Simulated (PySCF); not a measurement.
**Correlation energy of Sc⁺ (scandium, charge +1)**

[Ar] 3d1 4s1, high-spin 3D determinant. All numbers are calculated (PySCF 2.14, the spin-free X2C one-electron Hamiltonian (Gaussian nucleus), in aug-cc-pwCVTZ-DK (10s9p7d4f3g, 127 functions)). Frozen: [Ne]; 10 electrons correlated.

MP2 pair energies summed by pair of shells (mhartree):

```csv
pair,energy,share (%)
3p-3p,-169.80,55.9
3s-3p,-51.43,16.9
3p-3d,-43.16,14.2
3p-4s,-17.45,5.7
3s-3s,-9.39,3.1
3s-3d,-7.56,2.5
3d-4s,-3.55,1.2
3s-4s,-1.27,0.4
```

Total MP2 correlation energy: -303.62 mhartree.

Same-spin part -80.78 and opposite-spin part -222.85 mhartree; SCS-MP2 scales them by 1/3 and 6/5 to -294.34 mhartree.
